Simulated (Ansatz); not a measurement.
`C[NH][Hf]([NH]C)([NH]C)[NH]C`, relaxed with RKS PBE0-D4/def2-TZVP in Ansatz 0.2.0 from a GFN2-xTB geometry. The force threshold is 0.005 eV/Å; the program also tests the step.

Total charge 0; spin multiplicity 1. Hf: def2 effective core potential.

Start:

```xyz
25

C    -1.340   -1.016   -2.226
N    -1.762   -0.716   -0.867
Hf   -0.222   -0.125    0.286
N     0.595   -1.650    1.318
C     0.761   -2.778    0.412
N    -0.920    1.235    1.588
C     0.113    1.607    2.542
N     1.229    0.714   -0.822
C     0.895    2.066   -1.234
H    -2.129   -1.555   -2.775
H    -0.459   -1.667   -2.189
H    -1.084   -0.119   -2.819
H    -2.546   -0.055   -0.923
H    -0.042   -1.951    2.067
H    -0.197   -3.170    0.024
H     1.280   -3.611    0.910
H     1.388   -2.458   -0.431
H    -1.275    2.096    1.156
H     0.572    0.694    2.940
H    -0.313    2.166    3.389
H     0.910    2.240    2.107
H     2.144    0.746   -0.358
H     1.580    2.422   -2.020
H    -0.118    2.076   -1.659
H     0.939    2.808   -0.414
```

(1) By how much does the energy fall, and how many steps does the optimiser take? (Estimate.)

(2) Which bonds change most? (Estimate.)

(3) Give the relaxed structure. (An estimate is asked.)

Results:

(1) Computed: 122.76 kJ/mol, in 34 steps, 1 of them rejected.

(2) Ansatz gave: Hf3–N8 from 2.010 to 2.053 Å; Hf3–N6 from 2.007 to 2.049 Å; N2–Hf3 from 2.013 to 2.052 Å; Hf3–N4 from 2.014 to 2.046 Å.

(3) Computed: 
```xyz
25

C    -1.845   -0.128   -2.391
N    -1.548   -0.765   -1.128
Hf   -0.138   -0.291    0.286
N     0.332   -1.980    1.339
C     0.847   -3.185    0.722
N    -0.947    1.108    1.547
C    -0.253    2.092    2.350
N     1.547    0.536   -0.545
C     1.580    1.787   -1.272
H    -1.655   -0.780   -3.254
H    -1.216    0.758   -2.526
H    -2.887    0.213   -2.459
H    -2.115   -1.594   -1.000
H     0.225   -2.089    2.337
H     0.192   -4.054    0.872
H     1.847   -3.456    1.084
H     0.934   -3.046   -0.362
H    -1.949    1.232    1.605
H     0.828    1.979    2.227
H    -0.465    1.988    3.422
H    -0.499    3.124    2.064
H     2.464    0.113   -0.503
H     1.852    1.663   -2.329
H     0.592    2.261   -1.254
H     2.277    2.513   -0.833
```
